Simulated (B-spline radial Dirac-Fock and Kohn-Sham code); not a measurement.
## Dipole and non-dipole photoemission parameters of Pt⁴⁺ 4p3/2

System: Pt⁴⁺, [Xe] 4f14 5d6; threshold 566.8 eV (orbital energy of the model). These are calculated numbers from an atomic code on a B-spline grid; the model is Dirac-Hartree-Slater photoionisation with a Latter tail; cross sections with all multipoles, angular parameters from the dipole term and its interference with E2.

Input of the calculation (task.json; shells as n, l, electrons):

```json
{"items": [{
  "Z": 78,
  "q": 4,
  "cfg": [[1, 0, 2], [2, 0, 2], [2, 1, 6], [3, 0, 2], [3, 1, 6], [3, 2, 10], [4, 0, 2], [4, 1, 6], [4, 2, 10], [4, 3, 14], [5, 0, 2], [5, 1, 6], [5, 2, 6]],
  "A": 195,
  "rrms": 5.427,
  "do": "xps",
  "hv": [51.1, 52.5, 53.6, 58.3, 60, 92.2, 134.0, 144.0, 150, 175.0, 199.0, 200, 228.0, 262.0, 278.0, 370.0, 607.0, 674.0, 800, 1000, 1120.0, 1253.6, 1670.0, 2740.0, 2984.4, 4400.0, 5640.0, 6000, 10300.0]
}]}
```

Command: `python xray2_run.py task.json out`

```
hν (eV)  σ (kb)       β       γ      δ
    607     207  -0.278  -0.243  0.110
    674     191   0.208  -0.098  0.111
    800     165   0.675   0.148  0.084
   1000     130   1.049   0.320  0.048
   1120     114   1.181   0.345  0.034
 1253.6    98.9   1.288   0.339  0.023
   1670    65.9   1.483   0.235  0.006
   2740       ?       ?       ?      ?
 2984.4    25.2   1.685  -0.024  0.002
   4400    12.0   1.738  -0.022  0.007
   5640    7.21   1.748   0.091  0.012
   6000    6.32   1.747   0.134  0.013
  10300    1.85   1.707   0.721  0.025
```

Question: Give the values at 2740 eV.

Answer: σ = 29.4 kb, β = 1.666, γ = 0.001, δ = 0.001.
